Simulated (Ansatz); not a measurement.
`[Ag][S]c1ccc(C#Cc2ccc(C#Cc3ccccc3)cc2)cc1`. The state is a triplet with charge 0. Geometry PBE-D4/def2-SVP, that of the neutral singlet; atoms count from 1.

```xyz
37

Ag   -4.1203   -8.0548   -5.6074
S    -5.4965   -7.0968   -3.9642
C    -4.4446   -5.8281   -3.2921
C    -4.5462   -4.4952   -3.7559
C    -3.7876   -3.4777   -3.1766
C    -2.8942   -3.7568   -2.1067
C    -2.1160   -2.7249   -1.5191
C    -1.4401   -1.8277   -1.0076
C    -0.6646   -0.7959   -0.4181
C     0.2273   -1.0750    0.6533
C     0.9894   -0.0627    1.2306
C     0.8957    1.2770    0.7647
C     1.6754    2.3086    1.3512
C     2.3553    3.2043    1.8583
C     3.1476    4.2356    2.4356
C     3.0498    5.5724    1.9666
C     3.8336    6.5816    2.5357
C     4.7276    6.2847    3.5790
C     4.8329    4.9660    4.0523
C     4.0538    3.9485    3.4907
C     0.0029    1.5564   -0.3056
C    -0.7592    0.5443   -0.8831
C    -2.8011   -5.0960   -1.6387
C    -3.5642   -6.1086   -2.2197
H    -5.2368   -4.2712   -4.5825
H    -3.8733   -2.4445   -3.5439
H     0.3092   -2.1073    1.0232
H     1.6764   -0.2921    2.0580
H     2.3490    5.8005    1.1500
H     3.7473    7.6133    2.1617
H     5.3425    7.0823    4.0232
H     5.5311    4.7271    4.8694
H     4.1336    2.9152    3.8586
H    -0.0788    2.5887   -0.6755
H    -1.4459    0.7738   -1.7107
H    -2.1185   -5.3234   -0.8065
H    -3.4925   -7.1414   -1.8479
```

In the def2 sets Ag takes a core potential; there is no spin–orbit coupling. Single mean-field runs in def2-TZVP are fitted with def2-universal-jkfit. At PBE0-D4/def2-TZVP a singlet of charge 0 lies 1.96 eV below the triplet at the same geometry.

Problem. Estimate the Mulliken populations of the heavy atoms from the PBE0/def2-TZVP orbitals of Ansatz.

Solution. 
```tsv
atom	charge (e)	spin (α − β)	d electrons
Ag1	-0.06	1.08	9.81
S2	-0.26	0.46	–
C3	0.21	0.01	–
C4	-0.18	0.12	–
C5	-0.17	-0.07	–
C6	0.05	0.20	–
C7	0.12	-0.09	–
C8	0.10	0.17	–
C9	0.01	-0.04	–
C10	-0.18	0.05	–
C11	-0.19	-0.04	–
C12	0.02	0.07	–
C13	0.07	-0.04	–
C14	0.14	0.05	–
C15	0.02	-0.01	–
C16	-0.18	0.01	–
C17	-0.14	-0.01	–
C18	-0.09	0.02	–
C19	-0.14	-0.01	–
C20	-0.18	0.01	–
C21	-0.19	-0.04	–
C22	-0.18	0.05	–
C23	-0.16	-0.07	–
C24	-0.18	0.12	–
```
Mulliken values depend strongly on the basis.

Problem. Where does the spin sit?

Solution. Summed by element: Ag 1.08, S 0.46, C 0.47, H -0.01, of 2 unpaired in all. Largest on single atoms: Ag1 1.08, S2 0.46, C6 0.20.

Problem. And the Mayer bond orders between heavy atoms (over 0.3)?

Solution. Ag1–S2 0.59 (2.35 Å); S2–C3 1.05 (1.78 Å); C3–C4 1.27 (1.41 Å); C3–C24 1.26 (1.42 Å); C4–C5 1.51 (1.40 Å); C5–C6 1.27 (1.42 Å); C6–C7 1.12 (1.42 Å); C6–C23 1.27 (1.42 Å); C7–C8 2.56 (1.23 Å); C8–C9 1.14 (1.42 Å); C9–C10 1.31 (1.42 Å); C9–C22 1.31 (1.42 Å); C10–C11 1.46 (1.39 Å); C11–C12 1.32 (1.42 Å); C12–C13 1.13 (1.42 Å); C12–C21 1.32 (1.42 Å); C13–C14 2.63 (1.23 Å); C14–C15 1.07 (1.42 Å); C15–C16 1.36 (1.42 Å); C15–C20 1.36 (1.42 Å); C16–C17 1.46 (1.40 Å); C17–C18 1.40 (1.41 Å); C18–C19 1.41 (1.41 Å); C19–C20 1.46 (1.40 Å); C21–C22 1.46 (1.39 Å); C23–C24 1.50 (1.39 Å).
